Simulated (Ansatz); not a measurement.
Mulliken charges of `[SH][K]` from ωB97M-V/def2-TZVPP in Ansatz (PBE0-D4/def2-TZVP geometry).

```json
{"atom": "S1", "x (Å)": "-0.625", "y (Å)": "-0.683", "z (Å)": "-0.424", "charge (e)": "-0.715"}
{"atom": "K2", "x (Å)": "1.728", "y (Å)": "0.055", "z (Å)": "0.954", "charge (e)": "0.647"}
{"atom": "H3", "x (Å)": "-1.114", "y (Å)": "0.564", "z (Å)": "-0.544", "charge (e)": "0.068"}
```

**Question.** By hand: the dipole of these point charges (1 e Å = 4.8032 D).

**Answer.** Σ q r = (1.489, 0.562, 0.883) e Å, of length 1.820 e Å = 8.74 D.

**Question.** How does the dipole of the full density compare? (An estimate is asked.)

**Answer.** Computed: (1.751, 0.625, 1.035) e Å, 10.22 D; the point charges give 0.86 times that, at 1° from its direction.

Point charges leave out the atoms' own dipoles, such as those of lone pairs, and Mulliken's split depends on the basis, so the close match here is no proof of good charges.
